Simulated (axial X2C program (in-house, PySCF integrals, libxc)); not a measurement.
# Which molecule gave these maps?

PBE0 fields computed with an in-house relativistic program for diatomic molecules, two-component, near the equilibrium distance, one atom at z = 0.

The maps cover the half plane through the axis: z from -2.4 to 4.8 Å along the bond, ρ from 0.15 to 2.25 Å away from it.

log10 of the density in e/bohr³:

```
 ρ\z  -2.4  -1.8  -1.2  -0.6   0.0   0.6   1.2   1.8   2.4   3.0   3.6   4.2   4.8
0.15  -3.7  -2.8  -1.9  -0.4   1.4  -0.4  -1.3  -1.1   0.9  -0.6  -1.5  -2.3  -3.2
0.45  -3.8  -2.9  -2.0  -0.8   0.3  -0.8  -1.4  -1.2  -0.4  -1.0  -1.6  -2.4  -3.3
0.75  -3.9  -3.0  -2.2  -1.3  -0.8  -1.3  -1.6  -1.4  -1.2  -1.3  -1.8  -2.5  -3.4
1.05  -4.1  -3.2  -2.5  -1.8  -1.5  -1.7  -1.9  -1.7  -1.5  -1.6  -2.0  -2.7  -3.6
1.35  -4.3  -3.5  -2.8  -2.2  -2.0  -2.0  -2.2  -2.0  -1.8  -1.9  -2.3  -3.0  -3.8
1.65  -4.5  -3.8  -3.1  -2.7  -2.4  -2.5  -2.5  -2.4  -2.2  -2.3  -2.7  -3.3  -4.1
1.95  -4.8  -4.1  -3.5  -3.1  -2.9  -2.9  -2.9  -2.8  -2.7  -2.7  -3.1  -3.6  -4.3
2.25  -5.1  -4.4  -3.9  -3.5  -3.3  -3.3  -3.3  -3.2  -3.1  -3.2  -3.5  -4.0  -4.6
```

Electron localisation function (collinear form, no current term, damped to 0 at low density):

```
 ρ\z  -2.4  -1.8  -1.2  -0.6   0.0   0.6   1.2   1.8   2.4   3.0   3.6   4.2   4.8
0.15  0.01  0.18  0.13  0.41  0.34  0.38  0.59  0.14  0.77  0.23  0.91  0.80  0.15
0.45  0.01  0.18  0.14  0.24  0.71  0.22  0.60  0.41  0.42  0.09  0.93  0.77  0.12
0.75  0.01  0.17  0.17  0.15  0.25  0.19  0.56  0.67  0.21  0.71  0.93  0.70  0.07
1.05  0.00  0.12  0.21  0.18  0.18  0.30  0.48  0.64  0.83  0.93  0.89  0.56  0.03
1.35  0.00  0.05  0.24  0.24  0.27  0.40  0.35  0.50  0.83  0.90  0.80  0.35  0.01
1.65  0.00  0.01  0.17  0.29  0.35  0.39  0.20  0.31  0.68  0.78  0.60  0.14  0.00
1.95  0.00  0.00  0.05  0.22  0.32  0.23  0.09  0.15  0.43  0.53  0.30  0.03  0.00
2.25  0.00  0.00  0.01  0.05  0.11  0.07  0.03  0.06  0.18  0.21  0.07  0.00  0.00
```

Axial spin density in 10⁻³ e/bohr³:

```
 ρ\z  -2.4  -1.8  -1.2  -0.6   0.0   0.6   1.2   1.8    2.4   3.0   3.6   4.2  4.8
0.15   0.0   0.2   0.9   1.1  -0.8   0.4  -0.8  -0.8  -41.4   0.9   1.1   0.2  0.0
0.45   0.0   0.1   0.7   1.2  -0.1   0.2  -1.8  -5.8   -3.2  -5.0  -0.5   0.1  0.0
0.75   0.0   0.1   0.5   0.9   0.5  -0.3  -2.5  -8.8  -16.5  -9.9  -1.7  -0.1  0.0
1.05   0.0   0.1   0.3   0.5   0.3  -0.6  -2.3  -7.3  -13.2  -8.1  -1.8  -0.2  0.0
1.35   0.0   0.0   0.1   0.2   0.1  -0.5  -1.6  -4.4   -7.1  -4.6  -1.2  -0.2  0.0
1.65   0.0   0.0   0.1   0.1   0.0  -0.3  -0.9  -2.2   -3.3  -2.2  -0.7  -0.1  0.0
1.95   0.0   0.0   0.0   0.0   0.0  -0.2  -0.5  -1.0   -1.4  -1.0  -0.4  -0.1  0.0
2.25   0.0   0.0   0.0   0.0   0.0  -0.1  -0.2  -0.4   -0.6  -0.4  -0.2   0.0  0.0
```

Which molecule is it?
A. ZnSi⁺
B. NaK⁻
C. GeN⁻
D. PF⁺

A. ZnSi⁺, with Zn at z = 0 and Si at z = 2.519 Å, state Ω = 1/2 (⟨Sz⟩ = -0.50, ⟨Lz⟩ = 1.00 at PBE0), basis Zn dyall-cv3z [9s10p6d3f2g], Si dyall-v3z [8s7p2d1f] (cores contracted in-house). The state is one determinant whose occupation by symmetry is held fixed; it was picked as the lowest of a PBE0 search that is not exhaustive. Density functionals use the spin component along the axis (collinear). Without a current term, density functionals place determinants with orbital angular momentum somewhat too high.
